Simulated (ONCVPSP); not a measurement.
## tantalum (Ta) ONCV: all-electron and pseudo phase curves

ONCVPSP 4.0.1 input, shortened (lines: element, Z, core and valence counts, functional; n l f; lmax; l rc ep ncon nbas qcut; lloc lpopt rc5 dvloc0; l nproj debl; icmod fcfact rcfact), PBE, scalar-relativistic:

```
  Ta 73.00   10    4        4      upf
    1    0    2.00
    2    0    2.00
    2    1    6.00
    3    0    2.00
    3    1    6.00
    3    2   10.00
    4    0    2.00
    4    1    6.00
    4    2   10.00
    4    3   14.00
    5    0    2.00
    5    1    6.00
    5    2    3.50
    6    0    1.50
    2
    0    1.45    0.00    4    8    6.60
    1    1.95    0.00    3    8    6.80
    2    2.60    0.00    4    8    7.30
    4    5    1.30   -1.00
    0    3    3.00
    1    3    3.10
    2    2    0.30
    3    3.50    1.70
```

The phase is arctan(r·R′/R) of the radial function R(r), unwrapped; energies in Ha, scanned from -4 to 5 Ha. A pole is an energy at which the radial function vanishes at the test radius. The pseudo phase is shifted by a multiple of π to meet the all-electron one at the reference energy, and phase errors are pseudo minus all-electron; the curves can meet again beyond the range given. Levels narrower than the energy grid can be missing from the lists of poles.

Question: For each channel, where are the poles, and over which energies does the pseudopotential scatter like the atom?

Answer:

```csv
channel,radius (bohr),reference energy (Ha),"poles, all-electron","poles, pseudo",unbroken range about the reference energy with phases within 0.05 rad,phase error 1 Ha above the reference energy (rad)
s,1.47,-0.19,-1.28,-1.28,the whole range,+0.000
p,1.98,-1.42,-1.01,-1.01,the whole range,-0.000
d,2.64,-0.11,"0.24, 3.46","0.24, 3.45",the whole range,-0.000
```

Phases in the d channel:

```
E (Ha)  all-electron  pseudo
 -3.98         1.414   1.414
 -3.74         1.408   1.408
 -3.50         1.401   1.401
 -3.26         1.394   1.394
 -3.02         1.385   1.385
 -2.78         1.376   1.376
 -2.54         1.364   1.364
 -2.30         1.351   1.351
 -2.06         1.334   1.334
 -1.82         1.313   1.313
 -1.58         1.286   1.286
 -1.34         1.248   1.248
 -1.10         1.192   1.192
 -0.86         1.096   1.096
 -0.62         0.886   0.886
 -0.38         0.191   0.191
 -0.14        -1.037  -1.037
  0.10        -1.454  -1.454
  0.34        -1.629  -1.629
  0.58        -1.757  -1.757
  0.82        -1.905  -1.905
  1.06        -2.159  -2.159
  1.30        -2.784  -2.785
  1.54        -3.762  -3.763
  1.78        -4.225  -4.226
  2.02        -4.414  -4.415
  2.26        -4.514  -4.515
  2.50        -4.577  -4.578
  2.74        -4.622  -4.623
  2.98        -4.657  -4.658
  3.22        -4.686  -4.687
  3.46        -4.712  -4.713
  3.70        -4.737  -4.739
  3.94        -4.763  -4.765
  4.18        -4.791  -4.795
  4.42        -4.825  -4.831
  4.66        -4.869  -4.879
  4.90        -4.934  -4.955
```
